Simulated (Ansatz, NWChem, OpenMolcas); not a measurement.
Computed against measured: atomisation enthalpy at 298 K

8 molecules holding Si, Ge, B, Al, Ga, P or As; the atomisation enthalpy at 298 K in kJ/mol, computed less measured. Shapes, held fixed at every level: PBE0-D4/def2-TZVP. Flexible molecules stand in one conformer, not always the lowest. Thermal terms are harmonic and unscaled (PBE0-D4/def2-TZVP); the spin-orbit lowering of the free atoms is taken from their spectra. Programs: Ansatz 0.2.0, NWChem 7.3.0, OpenMolcas 26.06. A level may come from different programs for different species; with the same settings they agree closely. Measured values: CRC Handbook of Chemistry and Physics, NIST-JANAF tables.

Levels: A = B3LYP/6-31G* (spherical functions); B = MP2/def2-TZVPP; C = CCSD/def2-TZVPP.

```csv
molecule,from tabulated heats,A,B,C
BOF (fluoro(oxo)borane),1501,-26,+29,-108
HBS (hydrogen boron sulfide),1015,-5,+5,-56
AsF3 (arsenic trifluoride),1326,-22,+41,-83
BCl3 (boron trichloride),1337,-45,+40,-84
BHF2 (SMILES FBF),1681,+13,+34,-63
SiF4 (silicon tetrafluoride),2382,-119,+55,-117
GeH4 (germane),1153,-10,-25,+10
PH2(PH2) (diphosphine),1484,-36,-104,-82
```

Q: Sum up the errors.

A: 
```tsv
level	kind	mean error	mean absolute error	worst case
B3LYP/6-31G* (spherical functions)	global hybrid	-31.2	34.5	SiF4
MP2/def2-TZVPP	perturbation theory	+9.4	41.6	PH2(PH2)
CCSD/def2-TZVPP	coupled cluster or CI	-72.9	75.4	SiF4
```

On this set B3LYP/6-31G* (spherical functions) has the smallest mean absolute error and CCSD/def2-TZVPP the largest. B3LYP/6-31G* (spherical functions) is too low in 7 of 8; MP2/def2-TZVPP is too high in 6 of 8; CCSD/def2-TZVPP is too low in 7 of 8. The heats of PH2(PH2) come from older tables and can be uncertain by 10 kJ/mol or more. Heats of the atoms come from ATcT where it has them, that of boron, 570 kJ/mol, from recent work. The levels differ in basis as well as in method. With so many references in doubt the order of the levels isn't settled. The tabulated values of BOF, HBS, AsF3, BHF2 are in doubt (older tables, estimates, or at odds with other calculations) and kept here. Over the 4 molecules whose values aren't doubted the mean absolute errors are A 52.5; B 56.0; C 73.2. A functional in a double-zeta set wins here by errors that cancel. Correlated wave functions converge slowly with the basis. CCSD also lacks the triples, which bind further. Relativity is left out for As, Ge. Outer-core shells of As, Ge are correlated, in sets that cover them unevenly. The set is small.
